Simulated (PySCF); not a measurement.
Stepwise substitution at one centre (Si Br-NH2). Gas-phase values, no solvent. One relaxed conformer stands for each flexible species; it need not be the lowest. Strings in code marks are SMILES. All members: neutral, multiplicity 1. Level: B3LYP-D3(BJ)/def2-TZVP // PBE0-D3(BJ)/def2-TZVP (PySCF), beside PBE-D3(BJ)/def2-TZVP // PBE0-D3(BJ)/def2-TZVP (PySCF) at the same geometries. B3LYP has the VWN-RPA correlation part, as in Gaussian. 

```csv
species,"HOMO–LUMO gap, PBE (eV)","HOMO–LUMO gap, B3LYP-D3(BJ) (eV)"
`Br[Si](Br)(Br)Br`,4.89,6.52
`N[Si](Br)(Br)Br` (H–N–Si–Br torsion 44°),5.06,6.83
`N[Si](N)(N)N`,5.27,withheld
"`N[Si](N)(Br)Br` (H–N–Si–Br torsion 180°, Br–Si–N–H torsion 63°)",5.71,7.44
`N[Si](N)(N)Br`,5.91,7.55
```

Q: Fit y = a + b·x, y being the HOMO–LUMO gap at the first level, to the 4 complete rows by least squares, with x = the PBE value in eV. Give a, b and the rms residual, and predict the withheld value.

A: Means of the 4 rows: x̄ = 5.3925, ȳ = 7.085 eV. Σ(x − x̄)² = 0.73168 and Σ(x − x̄)(y − ȳ) = 0.72205, so b = 0.987 and a = ȳ − b·x̄ = 1.763 eV. The rms residual is 0.059 eV. At x = 5.27 the line gives 6.96 eV. The run for `N[Si](N)(N)N` gave 6.93 eV, so the line is off by 0.03 eV, within twice the rms residual.

Codes: PySCF.
